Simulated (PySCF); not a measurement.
Match each property card to its molecule.

Structures:
1. `C1(Cl)=C(C#N)CC1` (C5H4ClN)
2. `[SiH3]O[SiH3]` (H6OSi2)
3. `[SiH3][Si@@H]1C=C(Cl)C1` (C3H7ClSi2)
4. `O=c1cc1Br` (C3HBrO)
5. `FP` (FH2P)

Card P (geometry PBE0-D3(BJ)/def2-SVP):
- Rotational constants A, B, C: 129.059, 14.739, 14.598 GHz
- Static isotropic polarisability (CAM-B3LYP/def2-SVPD): 28.1 au
- Dipole moment (CAM-B3LYP/def2-SVPD): 1.56 D
- Isotropic shieldings of nuclei other than C and H, by class (GIAO PBE0/pcSseg-1): 515 (1 F), 216 (1 P) ppm
- Strongest line among the 10 lowest singlet transitions (TDDFT CAM-B3LYP/def2-SVPD): S6 at 9.82 eV (126 nm, f = 0.148)
- Lowest triplet excitation (Tamm–Dancoff) (TDA CAM-B3LYP/def2-SVPD): 4.40 eV
- Vertical ionisation energy (ΔSCF CAM-B3LYP/def2-SVPD): 10.72 eV

Card Q (geometry GFN2-xTB):
* Rotational constants A, B, C: 5.287, 0.780, 0.774 GHz
* Static isotropic polarisability (PBE0/def2-SVPD): 106.6 au
* HOMO energy (PBE0/def2-SVPD): -7.40 eV
* Lowest singlet excitation (TDDFT PBE0/def2-SVPD): 5.49 eV (226 nm, f = 0.005)
* 13C chemical shifts (computed TMS as zero) by class (GIAO PBE0/pcSseg-1): 156.6 (1 C), 137.9 (1 C), 29.9 (1 C) ppm
* Dipole moment (PBE0/def2-SVPD): 1.59 D

Card R (geometry PBE0-D3(BJ)/def2-SVP):
- Rotational constants A, B, C: 13.162, 1.526, 1.368 GHz
- Point group: Cs
- Dipole moment (PBE0-D3(BJ)/def2-SVP): 3.40 D

Card S (geometry GFN2-xTB):
- Rotational constants A, B, C: 41.843, 2.869, 2.866 GHz
- Static isotropic polarisability (CAM-B3LYP/def2-SVPD): 55.6 au
- HOMO energy (CAM-B3LYP/def2-SVPD): -9.93 eV
- Strongest line among the 8 lowest singlet transitions (TDDFT CAM-B3LYP/def2-SVPD): S5 at 8.43 eV (147 nm, f = 0.105)
- Dipole moment (CAM-B3LYP/def2-SVPD): 0.15 D
- Lowest triplet excitation (Tamm–Dancoff) (TDA CAM-B3LYP/def2-SVPD): 6.86 eV
- Lowest singlet excitation (TDDFT CAM-B3LYP/def2-SVPD): 7.20 eV (172 nm, f = 0.006)

Card T (geometry GFN2-xTB):
- Rotational constants A, B, C: 3.011, 1.833, 1.156 GHz
- Static isotropic polarisability (CAM-B3LYP/def2-SVPD): 76.5 au
- Core binding energies (ΔSCF SCAN, pcX-2 on the ionised atom, pcseg-1 elsewhere, spin-free X2C, 2p3/2 from a spin–orbit splitting computed afterwards within the 2p shell): Cl2p3/2 206.9, C1s 291.6, C1s 291.7, C1s 291.7, C1s 292.1, C1s 292.5, N1s 404.7, Cl1s 2829.5 eV
- HOMO energy (CAM-B3LYP/def2-SVPD): -8.95 eV
- Dipole moment (CAM-B3LYP/def2-SVPD): 4.61 D
- Point group: Cs

Each SMILES stands for a single optimised conformer of the isolated species, non-relativistic unless stated; the electronic structure was computed with PySCF and density fitting. NMR classes are plain means over equivalent atoms (diastereotopic ones count apart unless rotation or inversion swaps them), as if these changed places fast.

Question: Which card belongs to which structure?

Answer: P = 5, Q = 3, R = 4, S = 2, T = 1. What ties each card to its structure:
- 1 (card T), C5H4ClN, monoisotopic mass 113.0 u, 7 heavy atoms: core lines of C, Cl and N; an asymmetric top with C = 1.156 GHz; polarisability 76.5 au for 58 electrons; dipole 4.61 D.
- 2 (card S), H6OSi2, monoisotopic mass 78.0 u, 3 heavy atoms: a nearly prolate symmetric top with C = 2.866 GHz; polarisability 55.6 au for 42 electrons; dipole 0.15 D.
- 3 (card Q), C3H7ClSi2, monoisotopic mass 134.0 u, 6 heavy atoms: 3 C in 3 classes; the least shielded carbon (156.6 ppm) is a vinylic C–Cl carbon; a nearly prolate symmetric top with C = 0.774 GHz, the lowest such constant on the cards; polarisability 106.6 au for 70 electrons; dipole 1.59 D.
- 4 (card R), C3HBrO, monoisotopic mass 131.9 u, 5 heavy atoms: an asymmetric top with C = 1.368 GHz; dipole 3.40 D.
- 5 (card P), FH2P, monoisotopic mass 52.0 u, 2 heavy atoms: an asymmetric top with C = 14.598 GHz, the highest such constant on the cards; polarisability 28.1 au for 26 electrons; dipole 1.56 D.
